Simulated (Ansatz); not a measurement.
A short molecular-dynamics run on `C=N[SiH2]S`.

```yaml
crystal:
  periodic: [false, false, false]
  atoms:
    - {symbol: C, position_ang: [-0.017068, 1.356615, -1.180996]}
    - {symbol: N, position_ang: [0.115986, 0.905134, -0.014576]}
    - {symbol: Si, position_ang: [0.387756, -0.771057, 0.360649]}
    - {symbol: S, position_ang: [-1.256099, -1.545187, 1.468269]}
    - {symbol: H, position_ang: [0.027600, 0.740834, -2.093547]}
    - {symbol: H, position_ang: [-0.191409, 2.426665, -1.342893]}
    - {symbol: H, position_ang: [1.645054, -0.829840, 1.141812]}
    - {symbol: H, position_ang: [0.470099, -1.639913, -0.848031]}
    - {symbol: H, position_ang: [-1.093418, -0.689649, 2.492313]}
basis:
  gaussian: {orbitals: "6-31G*"}
hamiltonian: {xc: {name: revPBE}, dispersion: d3bjatm}
md: {timestep: 2 fs, n_steps: 20, ensemble: nvt_nose_hoover, temperature: 500, initial_velocities: maxwell_boltzmann, seed: 629}
```

```sh
$ ansatz run in.yaml --threads 2 --pin off --events-out ev --progress --plain --max-ram 4352MiB
```

| step | time (fs) | potential energy (eV) | kinetic (eV) | T (K) | conserved (eV) |
| --- | --- | --- | --- | --- | --- |
| 0 | 0.0 | -21316.7964 | 0.4524 | 500 | -21316.3440 |
| 1 | 2.0 | -21316.7094 | 0.3784 | 418 | -21316.3309 |
| 2 | 4.0 | -21316.6085 | 0.2864 | 317 | -21316.3221 |
| 3 | 6.0 | -21316.6188 | 0.2825 | 312 | -21316.3365 |
| 4 | 8.0 | -21316.5637 | 0.2339 | 259 | -21316.3301 |
| 5 | 10.0 | -21316.5138 | 0.1863 | 206 | -21316.3280 |
| 6 | 12.0 | -21316.5165 | 0.1893 | 209 | -21316.3281 |
| 7 | 14.0 | -21316.5550 | 0.2275 | 251 | -21316.3288 |
| 8 | 16.0 | -21316.6180 | 0.2835 | 313 | -21316.3365 |
| 9 | 18.0 | -21316.5984 | 0.2689 | 297 | -21316.3322 |
| 10 | 20.0 | -21316.5718 | 0.2538 | 281 | -21316.3215 |
| 11 | 22.0 | -21316.6462 | 0.3113 | 344 | -21316.3394 |
| 12 | 24.0 | -21316.6171 | 0.2920 | 323 | -21316.3307 |
| 13 | 26.0 | -21316.5805 | 0.2631 | 291 | -21316.3241 |
| 14 | 28.0 | -21316.6216 | 0.2918 | 323 | -21316.3377 |
| 15 | 30.0 | -21316.5771 | 0.2559 | 283 | -21316.3304 |
| 16 | 32.0 | -21316.5229 | 0.2049 | 226 | -21316.3285 |
| 17 | 34.0 | -21316.4994 | 0.1813 | 200 | -21316.3296 |
| 18 | 36.0 | -21316.4918 | 0.1786 | 197 | -21316.3258 |
| 19 | 38.0 | -21316.5338 | 0.2107 | 233 | -21316.3370 |
| 20 | 40.0 | -21316.4868 | 0.1718 | 190 | -21316.3302 |

Velocities are drawn at the set temperature; a run this short doesn't reach equilibrium.

Frames (Å, forces in eV/Å):

```xyz
9
time=0.0 fs
C    -0.017    1.357   -1.181   -0.108    0.330   -1.066
N     0.116    0.905   -0.015    0.080    0.124    1.452
Si    0.388   -0.771    0.361    0.216   -0.307   -0.134
S    -1.256   -1.545    1.468   -0.370   -0.414   -0.060
H     0.028    0.741   -2.094    0.004   -0.150   -0.401
H    -0.191    2.427   -1.343   -0.069    0.380   -0.095
H     1.645   -0.830    1.142    0.231   -0.006    0.153
H     0.470   -1.640   -0.848    0.018   -0.210   -0.203
H    -1.093   -0.690    2.492   -0.003    0.255    0.354
9
time=2.0 fs
C    -0.015    1.351   -1.175   -0.308    1.578   -2.704
N     0.132    0.904   -0.020   -0.105   -0.083    1.808
Si    0.375   -0.766    0.358    1.326   -0.399    0.665
S    -1.255   -1.553    1.473   -0.263    0.027    0.268
H     0.062    0.771   -2.158   -0.087    0.219    0.707
H    -0.230    2.460   -1.328    0.184   -0.785    0.044
H     1.686   -0.823    1.162   -0.583    0.027   -0.275
H     0.511   -1.609   -0.833   -0.027   -0.490   -0.571
H    -1.086   -0.611    2.444   -0.137   -0.095    0.056
9
time=4.0 fs
C    -0.013    1.350   -1.178   -0.275    1.852   -2.624
N     0.147    0.903   -0.021   -0.373    0.107    1.321
Si    0.364   -0.761    0.357    1.995   -0.766    0.743
S    -1.255   -1.561    1.477   -0.162    0.536    0.573
H     0.092    0.810   -2.196   -0.151    0.155    1.098
H    -0.262    2.463   -1.311    0.276   -0.943    0.030
H     1.705   -0.815    1.172   -0.941    0.025   -0.430
H     0.550   -1.597   -0.840   -0.106   -0.446   -0.476
H    -1.084   -0.536    2.397   -0.262   -0.520   -0.235
9
time=6.0 fs
C    -0.012    1.356   -1.190    0.009    1.121   -0.891
N     0.161    0.902   -0.018   -0.715    0.588    0.232
Si    0.356   -0.758    0.357    2.221   -1.282    0.194
S    -1.254   -1.568    1.482   -0.127    0.759    0.573
H     0.117    0.854   -2.191   -0.115   -0.311    0.560
H    -0.283    2.430   -1.293    0.112   -0.031   -0.095
H     1.687   -0.807    1.165   -0.823   -0.010   -0.310
H     0.586   -1.602   -0.866   -0.240   -0.165   -0.029
H    -1.091   -0.481    2.342   -0.322   -0.667   -0.234
9
time=8.0 fs
C    -0.012    1.365   -1.204    0.345    0.089    1.472
N     0.173    0.903   -0.014   -1.040    1.064   -0.862
Si    0.350   -0.756    0.356    1.931   -1.644   -0.580
S    -1.254   -1.574    1.488   -0.153    0.586    0.276
H     0.138    0.887   -2.165    0.027   -0.925   -0.573
H    -0.300    2.395   -1.279   -0.191    1.224   -0.236
H     1.638   -0.798    1.147   -0.240   -0.069    0.071
H     0.613   -1.614   -0.892   -0.361    0.098    0.381
H    -1.111   -0.451    2.278   -0.318   -0.424    0.052
9
time=10.0 fs
C    -0.010    1.374   -1.213    0.357    0.065    2.323
N     0.183    0.906   -0.013   -1.248    1.305   -1.516
Si    0.348   -0.756    0.356    1.215   -1.689   -1.249
S    -1.254   -1.579    1.495   -0.196    0.156   -0.143
H     0.159    0.884   -2.161    0.007   -0.840   -0.698
H    -0.324    2.408   -1.274   -0.062    0.844   -0.301
H     1.580   -0.793    1.131    0.625   -0.125    0.604
H     0.625   -1.622   -0.904   -0.409    0.213    0.541
H    -1.144   -0.438    2.215   -0.288    0.071    0.439
9
time=12.0 fs
C    -0.007    1.384   -1.215    0.227    0.357    1.363
N     0.189    0.914   -0.015   -1.304    1.229   -1.575
Si    0.347   -0.759    0.353    0.746   -1.390   -1.334
S    -1.255   -1.584    1.501   -0.202   -0.054   -0.363
H     0.181    0.849   -2.184   -0.258    0.002    0.362
H    -0.351    2.453   -1.280    0.380   -0.483   -0.303
H     1.546   -0.792    1.138    1.055   -0.140    0.839
H     0.622   -1.621   -0.895   -0.366    0.149    0.414
H    -1.187   -0.422    2.170   -0.279    0.331    0.597
9
time=14.0 fs
C    -0.003    1.394   -1.213    0.161    0.249    0.259
N     0.191    0.924   -0.023   -1.215    0.839   -1.025
Si    0.347   -0.763    0.348    1.031   -0.788   -0.518
S    -1.255   -1.589    1.507   -0.190    0.295   -0.243
H     0.193    0.815   -2.193   -0.427    0.601    0.939
H    -0.363    2.479   -1.298    0.585   -1.014   -0.241
H     1.552   -0.796    1.178    0.560   -0.104    0.418
H     0.605   -1.615   -0.870   -0.242   -0.093    0.029
H    -1.241   -0.393    2.147   -0.264    0.013    0.384
9
time=16.0 fs
C     0.001    1.406   -1.210    0.175   -0.201   -0.436
N     0.190    0.937   -0.033   -1.016    0.229    0.022
Si    0.349   -0.769    0.343    1.494   -0.041    0.617
S    -1.256   -1.594    1.512   -0.216    0.824   -0.035
H     0.189    0.803   -2.166   -0.382    0.594    0.612
H    -0.352    2.467   -1.325    0.425   -0.450   -0.153
H     1.580   -0.804    1.233   -0.210   -0.049   -0.255
H     0.579   -1.612   -0.845   -0.085   -0.405   -0.438
H    -1.305   -0.364    2.139   -0.185   -0.500    0.066
9
time=18.0 fs
C     0.006    1.417   -1.208    0.210   -0.682   -0.471
N     0.186    0.951   -0.043   -0.763   -0.404    1.218
Si    0.352   -0.775    0.339    1.637    0.495    1.236
S    -1.257   -1.598    1.517   -0.263    1.048    0.022
H     0.170    0.814   -2.115   -0.156   -0.043   -0.492
H    -0.326    2.437   -1.358    0.033    0.826   -0.099
H     1.599   -0.815    1.279   -0.643   -0.006   -0.716
H     0.549   -1.625   -0.835    0.014   -0.513   -0.601
H    -1.376   -0.354    2.133   -0.069   -0.721   -0.097
9
time=20.0 fs
C     0.011    1.425   -1.208    0.005   -0.307   -0.477
N     0.180    0.963   -0.049   -0.517   -0.852    2.042
Si    0.358   -0.780    0.336    1.394    0.590    1.053
S    -1.258   -1.601    1.523   -0.261    0.811   -0.127
H     0.145    0.823   -2.083    0.022   -0.656   -1.379
H    -0.298    2.439   -1.395   -0.045    1.139    0.046
H     1.594   -0.825    1.297   -0.641    0.020   -0.842
H     0.520   -1.658   -0.849    0.035   -0.250   -0.274
H    -1.450   -0.371    2.124    0.008   -0.495   -0.041
9
time=22.0 fs
C     0.017    1.433   -1.209   -0.268    0.211   -1.543
N     0.173    0.973   -0.050   -0.327   -0.999    2.070
Si    0.366   -0.784    0.335    0.708    0.449    0.373
S    -1.260   -1.603    1.528   -0.158    0.231   -0.414
H     0.121    0.807   -2.104   -0.046   -0.150   -0.625
H    -0.272    2.485   -1.430    0.265    0.002    0.356
H     1.565   -0.835    1.284   -0.211    0.025   -0.604
H     0.492   -1.700   -0.874    0.043    0.173    0.224
H    -1.524   -0.407    2.113   -0.006    0.058    0.163
9
time=24.0 fs
C     0.022    1.441   -1.215   -0.314    0.001   -2.004
N     0.165    0.981   -0.046   -0.221   -0.831    1.241
Si    0.375   -0.788    0.334   -0.395    0.378   -0.456
S    -1.261   -1.604    1.533   -0.018   -0.222   -0.609
H     0.095    0.786   -2.149   -0.094    0.593    0.489
H    -0.235    2.531   -1.452    0.410   -0.861    0.539
H     1.527   -0.844    1.247    0.594    0.003   -0.027
H     0.466   -1.736   -0.890    0.076    0.471    0.540
H    -1.599   -0.442    2.108   -0.038    0.469    0.287
9
time=26.0 fs
C     0.025    1.450   -1.228   -0.167   -0.678   -1.036
N     0.156    0.986   -0.037   -0.154   -0.506    0.000
Si    0.383   -0.791    0.333   -1.401    0.495   -0.942
S    -1.263   -1.606    1.537   -0.017   -0.103   -0.501
H     0.065    0.787   -2.176   -0.036    0.756    0.843
H    -0.183    2.544   -1.453    0.285   -0.757    0.469
H     1.512   -0.853    1.209    1.277   -0.027    0.494
H     0.443   -1.754   -0.885    0.122    0.518    0.552
H    -1.674   -0.458    2.115    0.090    0.302    0.120
9
time=28.0 fs
C     0.028    1.456   -1.244    0.056   -1.452    0.873
N     0.147    0.990   -0.029   -0.063   -0.253   -1.092
Si    0.389   -0.794    0.331   -1.479    0.771   -0.463
S    -1.265   -1.608    1.540   -0.137    0.301   -0.245
H     0.034    0.817   -2.170    0.048    0.251    0.305
H    -0.120    2.528   -1.436    0.029    0.234    0.211
H     1.546   -0.863    1.189    1.034   -0.006    0.341
H     0.424   -1.752   -0.859    0.160    0.299    0.251
H    -1.747   -0.463    2.126    0.353   -0.143   -0.182
9
time=30.0 fs
C     0.032    1.458   -1.257    0.178   -1.302    2.869
N     0.137    0.993   -0.024    0.071   -0.212   -1.741
Si    0.393   -0.795    0.327   -0.856    1.142    0.658
S    -1.267   -1.609    1.544   -0.176    0.485   -0.112
H     0.005    0.856   -2.152    0.065   -0.638   -0.815
H    -0.055    2.520   -1.411   -0.113    0.922   -0.002
H     1.619   -0.873    1.183    0.116    0.064   -0.237
H     0.411   -1.738   -0.824    0.175   -0.109   -0.271
H    -1.806   -0.473    2.130    0.539   -0.352   -0.349
9
time=32.0 fs
C     0.035    1.455   -1.262    0.161   -0.277    3.041
N     0.128    0.995   -0.024    0.230   -0.391   -1.862
Si    0.397   -0.795    0.325   -0.339    1.402    1.484
S    -1.269   -1.610    1.547   -0.006    0.272   -0.204
H    -0.022    0.872   -2.166    0.062   -0.661   -0.801
H     0.005    2.549   -1.386   -0.136    0.095   -0.068
H     1.697   -0.881    1.168   -0.649    0.133   -0.621
H     0.406   -1.729   -0.798    0.164   -0.428   -0.688
H    -1.845   -0.497    2.120    0.512   -0.145   -0.283
9
time=34.0 fs
C     0.040    1.451   -1.256    0.075    0.198    1.419
N     0.119    0.997   -0.029    0.389   -0.731   -1.430
Si    0.399   -0.793    0.325   -0.201    1.256    1.455
S    -1.272   -1.611    1.550    0.357   -0.239   -0.461
H    -0.047    0.862   -2.210    0.168    0.146    0.460
H     0.061    2.581   -1.363   -0.223   -0.853   -0.141
H     1.751   -0.883    1.129   -0.969    0.176   -0.659
H     0.406   -1.735   -0.799    0.129   -0.330   -0.604
H    -1.864   -0.527    2.100    0.276    0.378   -0.039
9
time=36.0 fs
C     0.045    1.449   -1.246   -0.008    0.295   -0.116
N     0.112    0.996   -0.037    0.529   -1.176   -0.496
Si    0.402   -0.789    0.326   -0.465    0.794    0.706
S    -1.274   -1.611    1.552    0.678   -0.615   -0.652
H    -0.065    0.858   -2.237    0.261    0.533    1.152
H     0.107    2.580   -1.346   -0.313   -0.882   -0.224
H     1.767   -0.879    1.064   -0.821    0.187   -0.397
H     0.411   -1.755   -0.823    0.078    0.083   -0.126
H    -1.873   -0.542    2.078    0.060    0.780    0.152
9
time=38.0 fs
C     0.049    1.447   -1.236   -0.069    0.105   -0.925
N     0.105    0.992   -0.048    0.634   -1.602    0.701
Si    0.404   -0.784    0.329   -1.158    0.378   -0.276
S    -1.275   -1.613    1.553    0.664   -0.374   -0.545
H    -0.073    0.874   -2.219    0.244    0.279    0.842
H     0.143    2.545   -1.337   -0.309    0.036   -0.279
H     1.752   -0.868    0.984   -0.175    0.162    0.104
H     0.419   -1.772   -0.853    0.016    0.439    0.316
H    -1.879   -0.527    2.062    0.153    0.576    0.063
9
time=40.0 fs
C     0.054    1.445   -1.229   -0.044    0.159   -0.639
N     0.101    0.984   -0.056    0.671   -1.779    1.669
Si    0.404   -0.779    0.331   -2.028    0.142   -1.054
S    -1.275   -1.615    1.554    0.452    0.249   -0.293
H    -0.072    0.900   -2.170    0.087   -0.508   -0.410
H     0.166    2.512   -1.339   -0.228    1.067   -0.259
H     1.730   -0.850    0.908    0.718    0.117    0.649
H     0.428   -1.771   -0.870   -0.046    0.552    0.498
H    -1.880   -0.490    2.049    0.417    0.001   -0.162
```

Hardware: 2 threads of an Intel Xeon Platinum 8488C on a shared host. Wall time 20 s, peak host memory 0.4 GiB.
